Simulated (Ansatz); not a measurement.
Job for Ansatz (a program for electronic structure): R-CCSD(T)/aug-cc-pV(D+d)Z on H7NO2Si (a complex), monomers drawn apart or pushed together. Files ending in .json are basis or fitting sets from the Basis Set Exchange.

Ansatz 0.2 input:
```yaml
crystal:
  periodic: [false, false, false]
  atoms:
    - {symbol: O, position_ang: [-0.04742771, 1.04059696, 1.31714254]}
    - {symbol: Si, position_ang: [-0.63688943, 0.35662861, -0.03988783]}
    - {symbol: O, position_ang: [0.39431490, 0.50732271, -1.31815438]}
    - {symbol: H, position_ang: [0.11139915, 0.46930399, 2.10347644]}
    - {symbol: H, position_ang: [-1.86126226, 1.04050751, -0.49612203]}
    - {symbol: H, position_ang: [-0.91253385, -1.08148378, 0.23563361]}
    - {symbol: H, position_ang: [1.31175691, 0.25786759, -1.18255999]}
    - {symbol: N, position_ang: [0.29938689, -0.55418352, 3.39695226]}
    - {symbol: H, position_ang: [-0.03206497, -1.49274878, 3.20305382]}
    - {symbol: H, position_ang: [1.25952373, -0.62483153, 3.71453749]}
    - {symbol: H, position_ang: [-0.25218316, -0.18572018, 4.16386055]}
basis:
  gaussian:
    orbitals: aug-cc-pV_D+d_Z.json
magnetization: {spin_polarized: false}
correlation: {method: ccsd_t, electrons: outside_noble_gas}
scf: {lower_state_search: off}
```

It printed:

```
WARN ansatz: RAYON_NUM_THREADS=1 ignored (pool sized by the plan → 1); use --threads N
Functional definition: HF
these checks for a lower state are left out or cut short: stability, starts, cluster_reference, orbital_swaps, neighbouring_geometries, increment
integrals: 0.55 GiB planned
1597 factors; integrals over basis functions are off by at most 8.8e-4 eV
mean field: 0.53 GiB planned
mean field evaluation 1: about -13526.8233 eV, gradient 5.5e1 eV
mean field evaluation 2: about -13527.0107 eV, gradient 5.5e1 eV
mean field evaluation 4: about -13532.7440 eV, gradient 3.7e0 eV
mean field evaluation 8: about -13532.7951 eV, gradient 2.6e-1 eV
mean field -13532.79535674 eV, -497.3210565020 hartree, gradient 2.0e-6 eV, S^2 0.000000; 0 other end points of the search recorded, 0 dependent functions left out
8 core orbitals not correlated
reference -13532.79535674 eV, -497.3210565020 hartree; 14, 14 occupied and 142, 142 virtual orbitals, 1597 factors
second order -19.60353063 eV of doubles, -0.00000000 eV of singles
coupled cluster: 1.68 GiB planned
cycle   1  -20.02870103 eV  change   -4.3e-1 eV  update   1.0e-1
cycle   2  -20.50103424 eV  change   -4.7e-1 eV  update   2.9e-2
cycle   3  -20.62957471 eV  change   -1.3e-1 eV  update   1.5e-2
cycle   4  -20.62299776 eV  change    6.6e-3 eV  update   3.3e-3
cycle   5  -20.62136051 eV  change    1.6e-3 eV  update   1.6e-3
cycle   6  -20.62207327 eV  change   -7.1e-4 eV  update   4.6e-4
cycle   7  -20.62195599 eV  change    1.2e-4 eV  update   1.9e-4
cycle   8  -20.62184377 eV  change    1.1e-4 eV  update   6.1e-5
cycle   9  -20.62184088 eV  change    2.9e-6 eV  update   2.2e-5
perturbative correction -0.57385916 eV, -0.0210889351 hartree
Total energy: -13553.99105678 eV, -498.0999841115 hartree
Checks for a lower state left out: stability, starts, cluster_reference, orbital_swaps, neighbouring_geometries, increment
```

Self-consistency was reached.

Cost: roughly 30 core-seconds.
